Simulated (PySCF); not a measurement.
Isomers of C5H11N3OSi, one GFN2-xTB conformer each. Single-point energies are computed at PBE0/pcSseg-1 (PySCF, gas phase, no added dispersion term), electronic only.

Question: Rank them by PBE0/pcSseg-1 energy, lowest first (kJ/mol).
A. `[CH3:1][O:2][c:3]1[cH:4][n:5]([SiH:6]([CH3:7])[CH3:8])[n:9][n:10]1` with C1–O2–C3–C4 180°, C4–N5–Si6–C7 -119°
B. `[CH3:1][O:2][c:3]1[cH:4][n:5][n:6]([SiH:7]([CH3:8])[CH3:9])[n:10]1` with C1–O2–C3–C4 -179°, N5–N6–Si7–C8 -89°

Answer: B (0.0), A (21.2).

GFN2-xTB itself gives, in the same order: 0.0, 16.7. Both levels put the same isomer lowest.

Question: Which frontier levels, dipoles and rotational constants go with these structures?

Answer: 
| SMILES | HOMO (eV, PBE0/pcSseg-1) | LUMO (eV) | dipole (D) | A, B, C (MHz) |
| --- | --- | --- | --- | --- |
| COc1cnn([SiH](C)C)n1 | -6.73 | 0.00 | 1.44 | 2459, 632.7, 565.7 |
| COc1cn([SiH](C)C)nn1 | -6.43 | -0.07 | 2.61 | 3115, 548.9, 544.5 |

Question: As an exercise, what shares would exp(−E/RT) give at 1000 K from these electronic energies alone (no entropy, no degeneracies)?

Answer: RT = 8.314 kJ/mol: COc1cnn([SiH](C)C)n1 92.7 %, COc1cn([SiH](C)C)nn1 7.3 %.
